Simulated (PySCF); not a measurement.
Species: C₈H₁₂ (charge +1 and doublet state).
Atom-mapped SMILES: `[CH3:1][CH2:2][CH+:3][C:4]1[CH:5]=[CH:6][C@H:7]1[CH3:8]` (hydrogens: H9, H10, H11 on C1; H12, H13 on C2; H14 on C3; H15 on C5; H16 on C6; H17 on C7; H18, H19, H20 on C8)

Structure used (GFN2-xTB), in Å, numbered top down from 1:
```xyz
20
C8H12 angstrom
C      3.2142    0.4802   -0.4369
C      1.9915   -0.4104   -0.3562
C      0.7327    0.2807   -0.0666
C     -0.5045   -0.2199   -0.3467
C     -1.0454   -1.4736   -0.7671
C     -2.3260   -1.0797   -0.4751
C     -1.9275    0.3397   -0.1464
C     -2.2919    0.8517    1.2314
H      3.1528    1.1330   -1.3077
H      3.3067    1.1132    0.4433
H      4.1155   -0.1182   -0.5348
H      2.1411   -1.1205    0.4781
H      1.9022   -1.0566   -1.2371
H      0.7932    1.2707    0.3707
H     -0.6114   -2.3939   -1.1109
H     -3.2608   -1.5998   -0.3667
H     -2.2132    1.0561   -0.9182
H     -3.3714    0.9611    1.3177
H     -1.9533    0.1662    2.0049
H     -1.8496    1.8307    1.4007
```

The hyperfine couplings belong to this conformer and change with its torsions.

Computed with UKS B3LYP, pcH-1 on C H, non-relativistic, mean-field spin-orbit, GIAO in PySCF. The structure is a single GFN2-xTB conformer in the gas phase; no vibrational or solvent corrections. A GFN2-xTB geometry isn't a minimum of the functional, and hyperfine couplings can be far from their values at a DFT geometry, by a factor of two or more for some ions and for spin on atoms past the first row. The SCF solution wasn't tested for stability.

Problem. Give the principal g shifts and their parts.

Solution. 
```tsv
Δg (ppm)	1	2	3
relativistic mass correction	-139	-139	-139
gauge correction	-1	31	27
orbital Zeeman/spin–orbit	77	285	1014
total	-63	178	903
```

So g = 2.00226, 2.00250, 2.00322 and g_iso = 2.00266; the tensor is rhombic: the two nearest values differ by 25 % of g3 − g1. Axes: g2 points within 13° of the C3–H14 bond.

Problem. How much does each term add to the isotropic shift?

Solution. The orbital-Zeeman/spin–orbit term 459, the mass correction -139 and the gauge correction 19 ppm, for a total of 339 ppm. The orbital-Zeeman/spin–orbit term is the largest in size. The mass correction is the same along every axis, so the anisotropy comes from the other two: their spans along these axes are 32 (gauge) and 937 ppm (orbital Zeeman/spin–orbit).

Problem. What effective moment and Curie constant follow for a powder?

Solution. With the mean of g² = 4.0106 and S(S+1) = 0.75: μ_eff = √(⟨g²⟩S(S+1)) = 1.734 μB and χT = 0.12505·⟨g²⟩·S(S+1) = 0.376 cm³ K/mol (cgs; spin-Hamiltonian part alone).

Problem. In a frozen sample, at which fields do the three g values resonate at 9.5, 34, 94 and 263 GHz (hyperfine left aside), and which band first spreads them over more than twice a line width of 1.0 mT?

Solution. 
| band | GHz | B(g3) mT | B(g2) mT | B(g1) mT | spread mT |
| --- | --- | --- | --- | --- | --- |
| X | 9.5 | 338.83 | 338.95 | 338.99 | 0.16 |
| Q | 34.0 | 1212.66 | 1213.10 | 1213.24 | 0.58 |
| W | 94.0 | 3352.64 | 3353.86 | 3354.26 | 1.62 |
| J | 263.0 | 9380.27 | 9383.66 | 9384.79 | 4.52 |

The spread grows in proportion to the frequency. J band is the first where it exceeds 2.0 mT.

The Mulliken spin populations are largest on C3 (+0.44), C6 (+0.37) and C4 (+0.14).

The HOMO–LUMO gaps are 5.11 eV among the α and 3.31 eV among the β orbitals.

The SMILES draws the unpaired electron on C4; the largest computed Mulliken spin population is on C3 (0.44 against 0.14).
